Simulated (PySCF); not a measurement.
CBr3, SMILES Br[C](Br)Br, multiplicity 2. Atoms are numbered in the order given.

```xyz
4

Br     1.6099    -0.9295    -0.0165
C      0.0000     0.0000     0.2885
Br     0.0000     1.8589    -0.0165
Br    -1.6099    -0.9295    -0.0165
```
Charge 0, spin multiplicity 2.

Coordinates come from a PBE-D3(BJ)/def2-SVP optimisation. The isomer is the one that the SMILES or the coordinates give; other isomers of the formula were not compared.

Calculation: ωB97X/def2-TZVP in PySCF.

ESP charges are fitted to the potential on shells at 1.4 to 2.0 van der Waals radii. Atomic charges (e):

| atom | meta-Löwdin | ESP fit | Mulliken | Löwdin | Mulliken spin |
|---|---|---|---|---|---|
| Br1 | 0.06 | 0.05 | 0.06 | 0.34 | 0.06 |
| C2 | -0.18 | -0.14 | -0.17 | -1.03 | 0.81 |
| Br3 | 0.06 | 0.05 | 0.06 | 0.34 | 0.06 |
| Br4 | 0.06 | 0.05 | 0.06 | 0.34 | 0.06 |

Computed Mayer and Wiberg (Löwdin basis) orders of the bonds:
```
bond    Mayer  Wiberg
------  -----  ------
Br1–C2   1.20    1.80
C2–Br3   1.20    1.80
C2–Br4   1.20    1.80
```
